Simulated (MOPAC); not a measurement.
MOPAC input (PM6):

```
PM6 FORCE THERMO(298,298) PRECISE LET CHARGE=-1 GEO-OK AUX(PRECISION=9) THREADS=1
C4H4N

C    -1.85401225 1   -0.14861671 1    0.05985745 1
C    -0.73580275 1   -1.13081161 1    0.05500352 1
C     0.56997385 1   -0.80132958 1    0.00634690 1
C     1.11331274 1    0.49912449 1   -0.04789365 1
N     1.56558433 1    1.57623835 1   -0.09289072 1
H    -1.55901203 1    0.90497159 1    0.02026124 1
H    -2.49915855 1   -0.35511905 1   -0.80003760 1
H    -2.44625712 1   -0.30353283 1    0.96734264 1
H     1.30794223 1   -1.59782788 1    0.00747293 1
```

From the output:

```
     H    9   0.016721   0.016722   4.403879

          HEAT OF FORMATION =      47.455774 KCALS/MOLE

          ZERO POINT ENERGY      38.257 KCAL/MOL

           NORMAL COORDINATE ANALYSIS (Total motion = 1 Angstrom)

   Root No.       1         2         3         4         5         6         7         8

                 1 A"      1 A'      2 A"      2 A'      3 A"      3 A'      4 A"      5 A"

                  64.9     151.3     282.4     386.4     539.1     661.5     809.0     936.7

           1   -0.0000    0.0144    0.0000   -0.0472    0.0000   -0.0002   -0.0000   -0.0000
           2    0.0000    0.1299   -0.0000   -0.0517   -0.0000   -0.0182    0.0000    0.0000
           3    0.0065   -0.0000   -0.0302    0.0000   -0.0064    0.0000    0.0110    0.0732
           4   -0.0000    0.0198   -0.0000   -0.0638   -0.0000    0.0254   -0.0000    0.0000
           5    0.0000   -0.0008    0.0000    0.0998    0.0000   -0.1157    0.0000   -0.0000
           6    0.0167    0.0000    0.1436   -0.0000    0.0375    0.0000    0.0281   -0.0562
           7   -0.0000    0.0641    0.0000    0.0590    0.0000   -0.0808    0.0000   -0.0000
           8    0.0000   -0.0260   -0.0000    0.0022   -0.0000   -0.0047   -0.0000    0.0000
           9    0.0061    0.0000   -0.0788    0.0000   -0.0522   -0.0000   -0.1526    0.0130
          10    0.0000    0.0151    0.0000    0.1247   -0.0000    0.1328   -0.0000    0.0000
          11   -0.0000   -0.0442   -0.0000    0.0274    0.0000    0.0897    0.0000   -0.0000
          12   -0.0056    0.0000   -0.0905    0.0000    0.1381   -0.0000    0.0822   -0.0136
          13    0.0000   -0.1036   -0.0000   -0.0561    0.0000   -0.0602    0.0000   -0.0000
          14   -0.0000   -0.0840    0.0000   -0.0345   -0.0000    0.0340   -0.0000    0.0000
          15   -0.0179    0.0000    0.0777   -0.0000   -0.0588   -0.0000   -0.0212    0.0039
          16   -0.0000    0.1008    0.0000   -0.1814    0.0000    0.1895    0.0000    0.0000
          17    0.0000    0.1718   -0.0000   -0.1172   -0.0000    0.0770   -0.0000   -0.0000
          18    0.2993   -0.0000   -0.1209    0.0000   -0.0800    0.0000   -0.0006   -0.1247
          19    0.0152   -0.0351    0.1443    0.0245    0.1040   -0.0985    0.0189    0.3189
          20    0.2736    0.1637   -0.0071   -0.1083   -0.0061    0.0609    0.0033    0.0036
          21   -0.1688   -0.0005   -0.0859    0.0021   -0.0507   -0.0011    0.0006   -0.0891
          22   -0.0152   -0.0351   -0.1443    0.0245   -0.1040   -0.0985   -0.0189   -0.3189
          23   -0.2736    0.1637    0.0070   -0.1083    0.0061    0.0609   -0.0033   -0.0037
          24   -0.1687    0.0004   -0.0859   -0.0021   -0.0507    0.0011    0.0006   -0.0892
          25   -0.0000    0.0576    0.0000    0.0439    0.0000   -0.0758   -0.0000   -0.0000
          26    0.0000   -0.0327   -0.0000   -0.1126   -0.0000   -0.0889    0.0000    0.0000
          27    0.0042    0.0000   -0.1221    0.0000   -0.3951    0.0000    0.6659    0.0531

   Root No.       9        10        11        12        13        14        15        16

                 4 A'      5 A'      6 A'      7 A'      8 A'      6 A"      9 A'     10 A'

                 958.6    1020.9    1069.9    1228.9    1251.8    1272.4    1296.6    1603.5

           1   -0.0745    0.0814   -0.0460    0.0265   -0.0244    0.0000   -0.0670   -0.0859
           2   -0.0547   -0.0541   -0.0176    0.0013   -0.0459   -0.0000    0.0044    0.0022
           3    0.0000    0.0000    0.0000    0.0000    0.0000   -0.0419   -0.0000    0.0000
           4    0.0327   -0.0630    0.0641   -0.0495    0.0018    0.0000   -0.0052    0.2583
           5   -0.0056    0.0756    0.0281    0.0068    0.0001   -0.0000   -0.0008    0.2060
           6    0.0000   -0.0000   -0.0000   -0.0000    0.0000   -0.0016   -0.0000   -0.0000
           7    0.0830   -0.0286   -0.0990   -0.0166    0.0026    0.0000    0.0064   -0.1518
           8    0.0080   -0.0096    0.1826   -0.0785   -0.0043   -0.0000    0.0016   -0.2182
           9    0.0000    0.0000   -0.0000    0.0000    0.0000   -0.0007    0.0000    0.0000
          10   -0.0220   -0.0074    0.0548    0.0378    0.0001   -0.0000   -0.0011    0.0004
          11    0.0067   -0.0112   -0.0715    0.0151    0.0011    0.0000   -0.0002    0.0228
          12   -0.0000    0.0000    0.0000   -0.0000   -0.0000    0.0006   -0.0000   -0.0000
          13   -0.0003    0.0058    0.0359   -0.0045   -0.0003   -0.0000   -0.0000   -0.0019
          14    0.0205   -0.0138   -0.1265   -0.0074    0.0011   -0.0000    0.0006   -0.0058
          15   -0.0000    0.0000    0.0000   -0.0000   -0.0000   -0.0003   -0.0000   -0.0000
          16    0.1453    0.3608    0.0335    0.0105   -0.0654   -0.0000    0.3202   -0.0187
          17    0.0601    0.1189    0.0167    0.0036   -0.0431    0.0000    0.1641    0.0166
          18    0.0000    0.0000    0.0000   -0.0000    0.0000    0.4283   -0.0000    0.0000
          19   -0.2264   -0.0960   -0.0788   -0.0001    0.1511    0.1553    0.2351   -0.0564
          20    0.0522    0.0836    0.0266   -0.0042    0.2977   -0.2073   -0.1266    0.0014
          21    0.0138   -0.0111    0.0027    0.0047   -0.2590    0.0470   -0.0288    0.0367
          22   -0.2264   -0.0960   -0.0788   -0.0001    0.1510   -0.1553    0.2351   -0.0564
          23    0.0522    0.0836    0.0266   -0.0042    0.2977    0.2073   -0.1266    0.0014
          24   -0.0138    0.0111   -0.0027   -0.0047    0.2590    0.0470    0.0289   -0.0366
          25    0.0834   -0.0385   -0.0633    0.0741    0.0048    0.0000    0.0072   -0.0922
          26    0.0928   -0.1030    0.2394    0.7666    0.0147    0.0000    0.0211   -0.0907
          27   -0.0000    0.0000   -0.0000   -0.0000   -0.0000   -0.0003   -0.0000   -0.0000

   Root No.      17        18        19        20        21

                11 A'     12 A'      7 A"     13 A'     14 A'

                2281.2    2686.2    2708.1    2774.8    2776.8

           1    0.0013    0.0074    0.0000    0.0120   -0.0136
           2    0.0032   -0.0511   -0.0000    0.0057   -0.0059
           3   -0.0000    0.0000   -0.0541    0.0000    0.0000
           4   -0.0168    0.0006    0.0000    0.0010   -0.0068
           5   -0.0335   -0.0030   -0.0000   -0.0009   -0.0015
           6    0.0000    0.0000   -0.0031   -0.0000   -0.0000
           7    0.0440    0.0001   -0.0000   -0.0289   -0.0205
           8   -0.0247    0.0007   -0.0000    0.0029    0.0022
           9    0.0000    0.0000   -0.0000   -0.0000   -0.0000
          10   -0.1450   -0.0001    0.0000   -0.0032   -0.0025
          11    0.4273    0.0006    0.0000    0.0047    0.0037
          12   -0.0000   -0.0000    0.0001   -0.0000   -0.0000
          13    0.1053    0.0001    0.0000    0.0008    0.0006
          14   -0.3131   -0.0003   -0.0000   -0.0025   -0.0019
          15    0.0000   -0.0000   -0.0000    0.0000    0.0000
          16   -0.0050   -0.2482    0.0000   -0.0553    0.0683
          17   -0.0065    0.4932   -0.0000    0.1310   -0.1601
          18    0.0000   -0.0000   -0.0302   -0.0000    0.0000
          19    0.0040    0.0732    0.1616   -0.0619    0.0735
          20   -0.0046    0.0709    0.2357   -0.0996    0.1175
          21   -0.0042    0.1643    0.3556   -0.1667    0.1967
          22    0.0040    0.0732   -0.1616   -0.0619    0.0735
          23   -0.0046    0.0708   -0.2356   -0.0996    0.1175
          24    0.0042   -0.1643    0.3557    0.1668   -0.1967
          25   -0.0775    0.0048   -0.0000    0.3955    0.2942
          26   -0.0693   -0.0010   -0.0000   -0.0447   -0.0313
          27    0.0000    0.0000   -0.0001    0.0000    0.0000

           MASS-WEIGHTED COORDINATE ANALYSIS (NORMAL COORDINATES)

   Root No.       1         2         3         4         5         6         7         8

                 1 A"      1 A'      2 A"      2 A'      3 A"      3 A'      4 A"      5 A"

                  64.9     151.3     282.4     386.4     539.1     661.5     809.0     936.7

           1   -0.0000    0.0621    0.0000   -0.2090    0.0000   -0.0010   -0.0000   -0.0000
           2    0.0000    0.5610   -0.0000   -0.2289   -0.0000   -0.0748    0.0000    0.0000
           3    0.0405   -0.0000   -0.1347    0.0000   -0.0309    0.0000    0.0421    0.4311
           4   -0.0000    0.0857   -0.0000   -0.2824   -0.0000    0.1044   -0.0000    0.0000
           5    0.0000   -0.0036    0.0000    0.4419    0.0000   -0.4761    0.0000   -0.0000
           6    0.1044    0.0000    0.6410   -0.0000    0.1807    0.0000    0.1073   -0.3308
           7   -0.0000    0.2769    0.0000    0.2614    0.0000   -0.3325    0.0000   -0.0000
           8    0.0000   -0.1124   -0.0000    0.0099   -0.0000   -0.0194   -0.0000    0.0000
           9    0.0381    0.0000   -0.3518    0.0000   -0.2514   -0.0000   -0.5819    0.0768
          10    0.0000    0.0654    0.0000    0.5524   -0.0000    0.5464   -0.0000    0.0000
          11   -0.0000   -0.1908   -0.0000    0.1214    0.0000    0.3691    0.0000   -0.0000
          12   -0.0347    0.0000   -0.4037    0.0000    0.6645   -0.0000    0.3135   -0.0801
          13    0.0000   -0.4834   -0.0000   -0.2681    0.0000   -0.2672    0.0000   -0.0000
          14   -0.0000   -0.3920    0.0000   -0.1652   -0.0000    0.1512   -0.0000    0.0000
          15   -0.1208    0.0000    0.3747   -0.0000   -0.3057   -0.0000   -0.0874    0.0245
          16   -0.0000    0.1262    0.0000   -0.2327    0.0000    0.2258    0.0000    0.0000
          17    0.0000    0.2149   -0.0000   -0.1504   -0.0000    0.0917   -0.0000   -0.0000
          18    0.5412   -0.0000   -0.1564    0.0000   -0.1116    0.0000   -0.0006   -0.2128
          19    0.0275   -0.0439    0.1866    0.0315    0.1450   -0.1174    0.0209    0.5441
          20    0.4947    0.2048   -0.0091   -0.1390   -0.0085    0.0725    0.0037    0.0062
          21   -0.3051   -0.0006   -0.1110    0.0027   -0.0707   -0.0013    0.0007   -0.1521
          22   -0.0274   -0.0439   -0.1865    0.0315   -0.1450   -0.1174   -0.0209   -0.5440
          23   -0.4948    0.2048    0.0091   -0.1390    0.0085    0.0725   -0.0037   -0.0062
          24   -0.3051    0.0005   -0.1110   -0.0026   -0.0707    0.0013    0.0007   -0.1521
          25   -0.0000    0.0720    0.0000    0.0564    0.0000   -0.0903   -0.0000   -0.0000
          26    0.0000   -0.0409   -0.0000   -0.1444   -0.0000   -0.1060    0.0001    0.0000
          27    0.0075    0.0000   -0.1579    0.0000   -0.5509    0.0000    0.7357    0.0905

   Root No.       9        10        11        12        13        14        15        16

                 4 A'      5 A'      6 A'      7 A'      8 A'      6 A"      9 A'     10 A'
```

The dipole moment of an ion depends on the origin.
